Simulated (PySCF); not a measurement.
Geometry:
```csv
atom,x (Å),y (Å),z (Å)
C1,-2.721,-1.414,1.419
C2,-1.758,-0.547,1.072
C3,-1.945,0.899,1.032
O4,-3.171,1.268,1.428
C5,-3.488,2.634,1.446
P6,-0.772,2.058,0.537
C7,0.653,0.988,0.080
C8,2.031,1.583,0.206
C9,1.622,0.468,1.113
H10,-2.527,-2.489,1.439
H11,-3.721,-1.067,1.689
H12,-0.764,-0.908,0.806
H13,-4.525,2.717,1.795
H14,-3.393,3.075,0.437
H15,-2.816,3.187,2.127
H16,0.495,0.353,-0.799
H17,2.113,2.587,0.635
H18,2.751,1.375,-0.589
H19,2.057,-0.523,0.951
H20,1.417,0.703,2.161
```

Gas phase, non-relativistic, fast rotation and ring inversion assumed for equivalent nuclei, one conformer. B97-2/pcSseg-1 with gauge-including orbitals; geometry: PBE0-D3(BJ)/def2-SVP; PySCF.

Predict the 2D correlation tables (HSQC, COSY, HMBC).

## Answers



HSQC (one-bond C–H):
```tsv
δH	δC
7.34 (H12)	134.7 (C2)
5.79 (H11)	117.0 (C1)
5.22 (H10)	117.0 (C1)
3.84 (H13/H14/H15)	57.5 (C5)
0.92 (H18/H19)	9.4 (C8/C9)
0.87 (H16)	6.7 (C7)
0.45 (H17/H20)	9.4 (C8/C9)
```

COSY cross peaks (H two or three bonds apart, from the bond graph; peaks can be absent where the dihedral angle is near 90°):
```tsv
δH	δH
7.34 (H12)	5.79 (H11)
7.34 (H12)	5.22 (H10)
5.79 (H11)	5.22 (H10)
0.92 (H18/H19)	0.87 (H16)
0.92 (H18/H19)	0.45 (H17/H20)
0.87 (H16)	0.45 (H17/H20)
```

HMBC (two and three bonds, from the bond graph):
```tsv
δH	δC
7.34 (H12)	217.5 (C3), 117.0 (C1)
5.79 (H11)	217.5 (C3), 134.7 (C2)
5.22 (H10)	217.5 (C3), 134.7 (C2)
3.84 (H13/H14/H15)	217.5 (C3)
0.92 (H18/H19)	9.4 (C8/C9), 6.7 (C7)
0.87 (H16)	217.5 (C3), 9.4 (C8/C9)
0.45 (H17/H20)	9.4 (C8/C9), 6.7 (C7)
```

Scale: TMS for 1H (σ = 31.38 ppm) and 13C (σ = 183.69 ppm) (reference shieldings calculated alike).

Short H···H contacts in this conformer between protons four or more bonds apart (candidates for NOE cross peaks, intensity ∝ r⁻⁶): H12···H16 2.40 Å.

Shifts are as computed. Against solution values, carbons near 30 ppm lie about +1 ppm off and those near 130 ppm about +2 ppm. Of 1313 compounds with measured shifts, 239 miss one by over three times the rms of a fit or turn the order of signals round; such compounds aren't used in these exercises.
